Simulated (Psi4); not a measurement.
CH3Cl3Si (SMILES C[Si](Cl)(Cl)Cl), singlet, geometry from GFN2-xTB; Psi4 with HF/6-31G.

Input for Psi4:
```
memory 2 GB

molecule {
0 1
  C    -2.08539302   -0.43002418    0.05735758
  Si   -0.22565362   -0.04653152    0.00620648
  Cl    0.68040569   -1.19502435   -1.39062803
  Cl    0.06775652    1.90072752   -0.45554951
  Cl    0.60976201   -0.42568869    1.80882858
  H    -2.26630565   -1.46926637    0.31744164
  H    -2.59468576    0.18660249    0.79274175
  H    -2.55221147   -0.24599592   -0.90628735
}

set basis 6-31g
set e_convergence 1e-8

energy('scf')
print_variables()
```

What the program printed (banner, timings and long lists left out):

```
   => Loading Basis Set <=

    Name: 6-31G
    Role: ORBITAL
    Keyword: BASIS

         ---------------------------------------------------------
                                   SCF
               by Justin Turney, Rob Parrish, Andy Simmonett
                          and Daniel G. A. Smith
                              RHF Reference
         ---------------------------------------------------------

  ==> Geometry <==

    Molecular point group: c1
    Full point group: C1

    Geometry (in Angstrom), charge = 0, multiplicity = 1:

       Center              X                  Y                   Z               Mass
    ------------   -----------------  -----------------  -----------------  -----------------
         C           -2.144051717339    -0.442120057132     0.058970956088    12.000000000000
         SI          -0.284312317339    -0.058627397132     0.007819856088    27.976926534650
         CL           0.621746992661    -1.207120227132    -1.389014653912    34.968852682000
         CL           0.009097822661     1.888631642868    -0.453936133912    34.968852682000
         CL           0.551103312661    -0.437784567132     1.810441956088    34.968852682000
         H           -2.324964347339    -1.481362247132     0.319055016088     1.007825032230
         H           -2.653344457339     0.174506612868     0.794355126088     1.007825032230
         H           -2.610870167339    -0.258091797132    -0.904673973912     1.007825032230

  Running in c1 symmetry.

  Rotational constants: A =      0.05852  B =      0.05852  C =      0.04414 [cm^-1]
  Rotational constants: A =   1754.48108  B =   1754.48108  C =   1323.22089 [MHz]
  Nuclear repulsion =  440.805403159818184

  Charge       = 0
  Multiplicity = 1
  Electrons    = 74
  Nalpha       = 37
  Nbeta        = 37

  ==> Algorithm <==

  SCF Algorithm Type is DF.
  DIIS enabled.
  MOM disabled.
  Fractional occupation disabled.
  Guess Type is SAD.
  Energy threshold   = 1.00e-08
  Density threshold  = 1.00e-06
  Integral threshold = 1.00e-12

  ==> Primary Basis <==

  Basis Set: 6-31G
    Blend: 6-31G
    Number of shells: 39
    Number of basis functions: 67
    Number of Cartesian functions: 67
    Spherical Harmonics?: false
    Max angular momentum: 1

   => Loading Basis Set <=

    Name: (6-31G AUX)
    Role: JKFIT
    Keyword: DF_BASIS_SCF

  ==> Integral Setup <==

  SCF_SUBTYPE=INCORE selected. In-core MEM_DF algorithm will be used.
  Using in-core AOs.

[...]

   @DF-RHF iter SAD: -1706.92107584243627   -1.70692e+03   0.00000e+00
   @DF-RHF iter   1: -1706.89580070496504    2.52751e-02   5.06882e-03 DIIS/ADIIS
   @DF-RHF iter   2: -1706.97274849237920   -7.69478e-02   1.83528e-03 DIIS/ADIIS
   @DF-RHF iter   3: -1706.98169615794995   -8.94767e-03   2.93954e-04 DIIS/ADIIS
   @DF-RHF iter   4: -1706.98219742576021   -5.01268e-04   8.09174e-05 DIIS
   @DF-RHF iter   5: -1706.98222126079804   -2.38350e-05   1.74302e-05 DIIS
   @DF-RHF iter   6: -1706.98222324363405   -1.98284e-06   2.57351e-06 DIIS
   @DF-RHF iter   7: -1706.98222328367092   -4.00369e-08   5.67899e-07 DIIS
   @DF-RHF iter   8: -1706.98222328574775   -2.07683e-09   1.25183e-07 DIIS
  Energy and wave function converged.

  ==> Post-Iterations <==

    Orbital Energies [Eh]
    ---------------------

    Doubly Occupied:

[...]
      37A     -0.468195

    Virtual:

[...]
    Final Occupation by Irrep:
              A
    DOCC [    37 ]
    NA   [    37 ]
    NB   [    37 ]

  @DF-RHF Final Energy: -1706.98222328574775

   => Energetics <=

    Nuclear Repulsion Energy =            440.8054031598181837
    One-Electron Energy =               -3236.3895178909710921
    Two-Electron Energy =                1088.6018914454052720
    Total Energy =                      -1706.9822232857477502

Computation Completed

Properties will be evaluated at   0.000000,   0.000000,   0.000000 [a0]

Properties computed using the SCF density matrix

 Multipole Moments:

 ------------------------------------------------------------------------------------
     Multipole            Electronic (a.u.)      Nuclear  (a.u.)        Total (a.u.)
 ------------------------------------------------------------------------------------

 L = 1.  Multiply by 2.5417464519 to convert [e a0] to [Debye]
 Dipole X            :          7.0102258           -8.2028165           -1.1925906
 Dipole Y            :          1.4455628           -1.6914842           -0.2459214
 Dipole Z            :         -0.1928124            0.2256139            0.0328016
 Magnitude           :                                                    1.2181238

 ------------------------------------------------------------------------------------

  Variable Map:
  ----------------------------------------------------------------------------
[...]
  Array Variable Map:
  ----------------------------------------------------------------------------
[...]
[...]
```
